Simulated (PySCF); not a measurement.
# Telling isomers of C6H10O apart by NMR

Level of theory: structure optimised with GFN2-xTB, shielding tensors at PBE0/pcSseg-1 (GIAO), in PySCF 2.14.0 with density-fitted response routines (single conformer, isolated molecule, no relativistic terms, fast rotation and ring inversion assumed for equivalent nuclei).

Shifts are taken against calculated references (same method and geometry level): 1H (σ = 31.72 ppm), 13C (σ = 186.93 ppm) against TMS. Where no couplings were computed, multiplicities follow the n + 1 count of equivalent neighbours, and m marks all less simple cases (inequivalent or close neighbours, rings, F or P nearby). Shifts are as computed. Against solution values, carbons near 30 ppm lie about +3 ppm off and those near 130 ppm about +5 ppm. Of 1211 compounds with measured shifts, 218 miss one by over three times the rms of a fit or turn the order of signals round; such compounds aren't used in these exercises.

(1) Tabulate the signals of `C1CC[C@H]2O[C@H]2C1`, `C=CC(=O)C(C)C` and their relative energies.

(2) What is the quickest way to tell C1CC[C@H]2O[C@H]2C1 from C=CC(=O)C(C)C?

Answers

(1) 
```json
{"SMILES": "C1CC[C@H]2O[C@H]2C1", "carbon types": "2×CH 4×CH2", "δC": "49.5, 29.8, 23.9", "δH": "2.78 (m, 2H), 1.96 (m, 2H), 1.67 (m, 2H), 1.40 (m, 2H), 1.13 (m, 2H)", "E rel. (kcal/mol)": "1.7"}
{"SMILES": "C=CC(=O)C(C)C", "carbon types": "1×C 2×CH 1×CH2 2×CH3", "δC": "206.2, 140.5, 138.5, 46.0, 20.0", "δH": "7.04 (m, 1H), 6.72 (m, 1H), 6.07 (m, 1H), 2.45 (sept, 1H), 1.14 (d, 6H)", "E rel. (kcal/mol)": "0.0"}
```

Energies are electronic energies at PBE0/pcSseg-1 on these geometries, without zero-point or thermal terms, each for the one conformer computed, which needn't be the lowest.

(2) Count the carbon signals: 3 against 5. The first has an sp3 CH2 in a ring at 29.8 ppm, the second a ketone carbonyl carbon (C) at 206.2 ppm. Their most deshielded carbons lie at 49.5 and 206.2 ppm. In the proton spectra the most deshielded non-exchanging signals are 2.78 (m, 2H) and 7.04 (m, 1H).
